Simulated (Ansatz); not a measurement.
Mulliken charges of CH$_{4}$FIOSi, SMILES `O[SiH](I)CF` from B3LYP/def2-TZVPP in Ansatz (PBE0-D4/def2-TZVP geometry).

```json
{"atom": "O1", "x (Å)": "-0.445", "y (Å)": "1.320", "z (Å)": "1.283", "charge (e)": "-0.366"}
{"atom": "Si2", "x (Å)": "0.524", "y (Å)": "0.497", "z (Å)": "0.262", "charge (e)": "0.498"}
{"atom": "I3", "x (Å)": "2.050", "y (Å)": "-0.997", "z (Å)": "1.466", "charge (e)": "-0.195"}
{"atom": "C4", "x (Å)": "-0.406", "y (Å)": "-0.662", "z (Å)": "-0.900", "charge (e)": "-0.023"}
{"atom": "F5", "x (Å)": "-1.313", "y (Å)": "0.052", "z (Å)": "-1.672", "charge (e)": "-0.247"}
{"atom": "H6", "x (Å)": "-0.978", "y (Å)": "0.834", "z (Å)": "1.915", "charge (e)": "0.189"}
{"atom": "H7", "x (Å)": "1.308", "y (Å)": "1.513", "z (Å)": "-0.466", "charge (e)": "-0.052"}
{"atom": "H8", "x (Å)": "-0.950", "y (Å)": "-1.430", "z (Å)": "-0.340", "charge (e)": "0.092"}
{"atom": "H9", "x (Å)": "0.298", "y (Å)": "-1.173", "z (Å)": "-1.566", "charge (e)": "0.105"}
```

Task: By hand: the dipole of these point charges (1 e Å = 4.8032 D).

Result: Σ q r = (0.049, -0.215, -0.001) e Å, of length 0.221 e Å = 1.06 D.

Task: How does the dipole of the full density compare? (An estimate is asked.)

Result: The calculation gave: (-0.081, -0.239, 0.153) e Å, 1.42 D; the point charges give 0.75 times that, at 43° from its direction.

Point charges leave out the atoms' own dipoles, such as those of lone pairs, and Mulliken's split depends on the basis, so the two needn't agree.

B3LYP here is the variant with VWN-RPA as its local correlation; programs differ in this.
